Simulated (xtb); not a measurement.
xtb job for CH7FOSi2, SMILES C[Si@@H](F)O[SiH3], GFN2-xTB. 

```
$ xtb mol.xyz --gfn 2 --sp --chrg 0 --uhf 0 --json
$ cat mol.xyz
12

C      1.96127114     1.21548918     0.08354417
Si     0.96965373    -0.37243980    -0.15766297
F      1.00914486    -1.19720969     1.22725755
O     -0.57891682    -0.05821173    -0.45803196
Si    -2.14845889     0.32448079    -0.29339366
H      1.91941331     1.85075403    -0.79592922
H      1.58147038     1.79155413     0.92451383
H      3.00615907     0.99564124     0.28163556
H      1.41687401    -1.29563610    -1.18257828
H     -2.58300153    -0.06181341     1.04619928
H     -2.82109242    -0.43220446    -1.34587422
H     -2.23514653     1.77077664    -0.49550129
```

Output:

```
[banner left out]
          |                Calculation Setup                |
           -------------------------------------------------



           -------------------------------------------------
          |                 G F N 2 - x T B                 |
           -------------------------------------------------

        Reference                      10.1021/acs.jctc.8b01176
      * Hamiltonian:
        H0-scaling (s, p, d)           1.850000    2.230000    2.230000
        zeta-weighting                 0.500000
      * Dispersion:
        s8                             2.700000
        a1                             0.520000
        a2                             5.000000
        s9                             5.000000
      * Repulsion:
        kExp                           1.500000    1.000000
        rExp                           1.000000
      * Coulomb:
        alpha                          2.000000
        third order                    shell-resolved
        anisotropic                    true
        a3                             3.000000
        a5                             4.000000
        cn-shift                       1.200000
        cn-exp                         4.000000
        max-rad                        5.000000


          ...................................................
          :                      SETUP                      :
          :.................................................:
          :  # basis functions                  39          :
          :  # atomic orbitals                  37          :
          :  # shells                           19          :
          :  # electrons                        32          :
          :  max. iterations                   250          :
          :  Hamiltonian                  GFN2-xTB          :
          :  restarted?                      false          :
          :  GBSA solvation                  false          :
          :  PC potential                    false          :
          :  electronic temp.          300.0000000     K    :
          :  accuracy                    1.0000000          :
          :  -> integral cutoff          0.2500000E+02      :
          :  -> integral neglect         0.1000000E-07      :
          :  -> SCF convergence          0.1000000E-05 Eh   :
          :  -> wf. convergence          0.1000000E-03 e    :
          :  Broyden damping             0.4000000          :
          :  net charge                          0          :
          :  unpaired electrons                  0          :
          ...................................................

 iter      E             dE          RMSdq      gap      omega  full diag
   1    -18.1682822 -0.181683E+02  0.754E+00    6.46       0.0  T
   2    -18.2789370 -0.110655E+00  0.424E+00    5.59       1.0  T
   3    -18.2820206 -0.308368E-02  0.210E+00    5.79       1.0  T
   4    -18.2843574 -0.233671E-02  0.125E+00    5.81       1.0  T
   5    -18.2865446 -0.218728E-02  0.486E-01    5.85       1.0  T
   6    -18.2867187 -0.174038E-03  0.127E-01    5.87       1.0  T
   7    -18.2867183  0.331985E-06  0.413E-02    5.84       1.0  T
   8    -18.2867241 -0.578971E-05  0.239E-02    5.86       1.2  T
   9    -18.2867254 -0.129298E-05  0.104E-02    5.85       2.8  T
  10    -18.2867256 -0.216618E-06  0.521E-03    5.85       5.5  T
  11    -18.2867257 -0.884920E-08  0.149E-03    5.85      19.4  T
  12    -18.2867257  0.142548E-08  0.952E-04    5.85      30.3  T
  13    -18.2867257 -0.336561E-08  0.170E-04    5.85     169.8  T

   *** convergence criteria satisfied after 13 iterations ***

         #    Occupation            Energy/Eh            Energy/eV
      -------------------------------------------------------------
         1        2.0000           -0.8474178             -23.0594
       ...           ...                  ...                  ...
        10        2.0000           -0.4838950             -13.1675
        11        2.0000           -0.4731105             -12.8740
        12        2.0000           -0.4705736             -12.8050
        13        2.0000           -0.4635851             -12.6148
        14        2.0000           -0.4262574             -11.5991
        15        2.0000           -0.4204101             -11.4399
        16        2.0000           -0.4084464             -11.1144 (HOMO)
        17                         -0.1933404              -5.2611 (LUMO)
        18                         -0.1745139              -4.7488
        19                         -0.1698891              -4.6229
        20                         -0.1463504              -3.9824
        21                         -0.1284892              -3.4964
       ...                                ...                  ...
        37                          0.9725390              26.4641
      -------------------------------------------------------------
                  HL-Gap            0.2151060 Eh            5.8533 eV
             Fermi-level           -0.3008934 Eh           -8.1877 eV

 SCC (total)                   0 d,  0 h,  0 min,  0.022 sec
 SCC setup                      ...        0 min,  0.000 sec (  0.637%)
 Dispersion                     ...        0 min,  0.000 sec (  0.408%)
 classical contributions        ...        0 min,  0.000 sec (  0.139%)
 integral evaluation            ...        0 min,  0.004 sec ( 19.093%)
 iterations                     ...        0 min,  0.011 sec ( 51.408%)
 molecular gradient             ...        0 min,  0.006 sec ( 27.229%)
 printout                       ...        0 min,  0.000 sec (  0.998%)

         :::::::::::::::::::::::::::::::::::::::::::::::::::::
         ::                     SUMMARY                     ::
         :::::::::::::::::::::::::::::::::::::::::::::::::::::
         :: total energy             -18.142611837620 Eh    ::
         :: gradient norm              0.000087358809 Eh/a0 ::
         :: HOMO-LUMO gap              5.853332848440 eV    ::
         ::.................................................::
         :: SCC energy               -18.286713099265 Eh    ::
         :: -> isotropic ES            0.062955355806 Eh    ::
         :: -> anisotropic ES          0.001334770274 Eh    ::
         :: -> anisotropic XC          0.001469807757 Eh    ::
         :: -> dispersion             -0.007169484430 Eh    ::
         :: repulsion energy           0.144101261645 Eh    ::
         :: add. restraining           0.000000000000 Eh    ::
         :: total charge              -0.000000000000 e     ::
         :::::::::::::::::::::::::::::::::::::::::::::::::::::

           -------------------------------------------------
          |                Property Printout                |
           -------------------------------------------------

    * Orbital Energies and Occupations

         #    Occupation            Energy/Eh            Energy/eV
      -------------------------------------------------------------
         1        2.0000           -0.8474178             -23.0594
       ...           ...                  ...                  ...
         4        2.0000           -0.6003180             -16.3355
         5        2.0000           -0.5637660             -15.3409
         6        2.0000           -0.5130510             -13.9608
         7        2.0000           -0.5090867             -13.8530
         8        2.0000           -0.5050962             -13.7444
         9        2.0000           -0.4912449             -13.3675
        10        2.0000           -0.4838950             -13.1675
        11        2.0000           -0.4731105             -12.8740
        12        2.0000           -0.4705736             -12.8050
        13        2.0000           -0.4635851             -12.6148
        14        2.0000           -0.4262574             -11.5991
        15        2.0000           -0.4204101             -11.4399
        16        2.0000           -0.4084464             -11.1144 (HOMO)
        17                         -0.1933404              -5.2611 (LUMO)
        18                         -0.1745139              -4.7488
        19                         -0.1698891              -4.6229
        20                         -0.1463504              -3.9824
        21                         -0.1284892              -3.4964
        22                         -0.1137210              -3.0945
        23                         -0.0474609              -1.2915
        24                         -0.0355917              -0.9685
        25                          0.0655872               1.7847
        26                          0.0908553               2.4723
        27                          0.1673816               4.5547
       ...                                ...                  ...
        37                          0.9725390              26.4641
      -------------------------------------------------------------
                  HL-Gap            0.2151060 Eh            5.8533 eV
             Fermi-level           -0.3008934 Eh           -8.1877 eV

     #   Z          covCN         q      C6AA      α(0)
     1   6 C        3.651    -0.203    24.886     7.165
     2  14 Si       3.324     0.607   112.978    21.393
     3   9 F        0.705    -0.280    12.104     4.108
     4   8 O        1.540    -0.440    21.721     6.287
     5  14 Si       3.578     0.519    97.988    19.034
     6   1 H        0.925     0.035     2.514     2.479
     7   1 H        0.925     0.051     2.313     2.378
     8   1 H        0.925     0.035     2.523     2.484
     9   1 H        0.922    -0.059     4.316     3.249
    10   1 H        0.919    -0.086     5.107     3.534
    11   1 H        0.919    -0.087     5.138     3.545
    12   1 H        0.918    -0.091     5.258     3.586

 Mol. C6AA /au·bohr⁶  :       2169.963629
 Mol. C8AA /au·bohr⁸  :      77997.147046
 Mol. α(0) /au        :         79.243274


Wiberg/Mayer (AO) data.
largest (>0.10) Wiberg bond orders for each atom

 ---------------------------------------------------------------------------
     #   Z sym  total        # sym  WBO       # sym  WBO       # sym  WBO
 ---------------------------------------------------------------------------
     1   6 C    3.984 --     8 H    0.992     6 H    0.991     7 H    0.978
                             2 Si   0.904
     2  14 Si   4.037 --     4 O    1.121     3 F    1.063     1 C    0.904
                             9 H    0.876
     3   9 F    1.174 --     2 Si   1.063
     4   8 O    2.358 --     2 Si   1.121     5 Si   1.057
     5  14 Si   3.794 --     4 O    1.057    10 H    0.895    11 H    0.894
                            12 H    0.894
     6   1 H    0.999 --     1 C    0.991
     7   1 H    0.997 --     1 C    0.978
     8   1 H    0.999 --     1 C    0.992
     9   1 H    0.997 --     2 Si   0.876
    10   1 H    0.993 --     5 Si   0.895
    11   1 H    0.992 --     5 Si   0.894
    12   1 H    0.992 --     5 Si   0.894
 ---------------------------------------------------------------------------

Topologies differ in total number of bonds
Writing topology from bond orders to xtbtopo.mol

molecular dipole:
                 x           y           z       tot (Debye)
 q only:       -0.213       0.385      -0.447
   full:        0.013       0.552      -0.427       1.774
molecular quadrupole (traceless):
                xx          xy          yy          xz          yz          zz
 q only:        4.188      -0.125      -1.835      -1.677       1.879      -2.352
  q+dip:        1.662       1.700      -0.362      -2.109       2.970      -1.301
   full:        3.923       1.258      -1.374      -1.817       2.378      -2.548


           -------------------------------------------------
Note: The following floating-point exceptions are signalling: IEEE_UNDERFLOW_FLAG IEEE_DENORMAL
normal termination of xtb
          | TOTAL ENERGY              -18.142611837620 Eh   |
          | GRADIENT NORM               0.000087358809 Eh/α |
          | HOMO-LUMO GAP               5.853332848440 eV   |
           -------------------------------------------------

------------------------------------------------------------------------
------------------------------------------------------------------------
 total:
 SCF:
```

The calculation finished and met its thresholds.
